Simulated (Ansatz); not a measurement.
Geometry optimisation, Ansatz 0.2.0, RKS PBE-D4/STO-3G.

Input:

```yaml
crystal:
  periodic: [false, false, false]
  atoms:
    - { symbol: O, position_ang: [-1.101, -1.557, 0.8935] }
    - { symbol: C, position_ang: [-0.4836, -0.6262, 0.3694] }
    - { symbol: Si, position_ang: [0.0103, -0.6894, -1.4099] }
    - { symbol: Si, position_ang: [0.1527, 0.8775, 1.2978] }
    - { symbol: F, position_ang: [1.6802, 0.9877, 1.2067] }
    - { symbol: F, position_ang: [-0.5524, 2.2073, 0.6458] }
    - { symbol: H, position_ang: [-0.296, 0.5494, -2.1307] }
    - { symbol: H, position_ang: [-0.5433, -1.8028, -2.1445] }
    - { symbol: H, position_ang: [1.519, -0.8418, -1.4875] }
    - { symbol: H, position_ang: [-0.3028, 0.8442, 2.7624] }
basis:
  gaussian: { orbitals: STO-3G }
hamiltonian:
  xc: pbe
  dispersion: d4
relax:
  f_tol: 0.015
  max_steps: 40
```

Command:

```bash
$ ansatz run input.yaml --threads 1 --pin off --max-ram 2048MiB --backend cpu --events-out ev --progress --plain --runs-dir out
```

Where does it end, and by what steps?

The run converged. The force dipped under the threshold on the way, but the program's further checks kept it going. Limits of this set-up: minimal basis. After 37 steps the energy has fallen by 0.666 eV; F6 moved furthest, 0.79 Å.

```
step  energy less start (eV)  largest force component (eV/Å)  accepted
   0                  0.0000                           5.232       yes
   2                 -0.6402                           0.714       yes
   4                 -0.6461                           0.525        no
   6                 -0.6602                           0.025       yes
   8                 -0.6604                           0.016       yes
  10                 -0.6607                           0.028       yes
  12                 -0.6606                           0.073        no
  14                 -0.6611                           0.038       yes
  16                 -0.6613                           0.067       yes
  18                 -0.6621                           0.044       yes
  20                 -0.6625                           0.054       yes
  22                 -0.6631                           0.048       yes
  24                 -0.6639                           0.045       yes
  26                 -0.6642                           0.020       yes
  28                 -0.6623                           0.181        no
  30                 -0.6645                           0.008       yes
  32                 -0.6651                           0.040       yes
  34                 -0.6655                           0.034       yes
  36                 -0.6656                           0.019       yes
  37                 -0.6656                           0.008       yes
```

```xyz
10
Properties=species:S:1:pos:R:3
O -1.583 -1.309 0.730
C -0.657 -0.560 0.298
Si 0.184 -0.810 -1.441
Si 0.059 0.945 1.355
F 1.459 1.431 0.620
F -0.951 2.255 1.329
H 0.139 0.449 -2.173
H -0.477 -1.846 -2.222
H 1.582 -1.174 -1.249
H 0.328 0.567 2.756
```

Whether the end is a true minimum wasn't checked by a vibrational analysis.

Run time: 110 s on 1 thread of Arm Neoverse V1, on a shared host, peak memory 0.15 GiB.
